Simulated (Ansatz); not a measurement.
InCl, closed-shell singlet (the spin of the measured ground state), most abundant isotopes (34.9689 and 114.9039 u). Constants from fifth-degree fits in 1/R to seven points on the lowest solution found; no spin–orbit coupling, no relativity up to Kr; ω_e x_e and α_e move by some per cent with the fit.

Correlated levels freeze the inner cores; with def2 sets outer-core shells near the valence are correlated too. CBS: X⁻³ extrapolation of the correlation energy, Hartree–Fock from the larger set.

Programs: Ansatz (Gaussian basis) for Hartree–Fock, density functionals and correlated methods. Each number belongs to the level named beside it. In def2 rows elements past Kr take small-core potentials, without spin–orbit coupling.

At CCSD(T)/CBS(def2-TZVPP, def2-QZVPP): B₀ = 0.10840 cm⁻¹, fundamental 313 cm⁻¹.

Q: Taking the state as ¹Σ, work out the ideal-gas entropy and heat capacity at 298.15 K and 1 bar (rigid rotor, harmonic oscillator at the fundamental, no nuclear spin).

A: 
Translation: S = R(1.5 ln M + 2.5 ln T − 1.1517) with M = 149.873 u gives 171.34 J/(mol K). Rotation: q = kT/(σhcB₀) = 1911.7 with σ = 1 and hc/k = 1.43878 cm K, S = R(ln q + 1) = 71.14. Vibration: u = hcν/kT = 1.509, S = R(u/(eᵘ − 1) − ln(1 − e⁻ᵘ)) = 5.64. Sum S° = 248.1 J/(mol K). C_p = 7R/2 + R u² eᵘ/(eᵘ − 1)² = 36.00 J/(mol K).

Ansatz is an electronic-structure program.
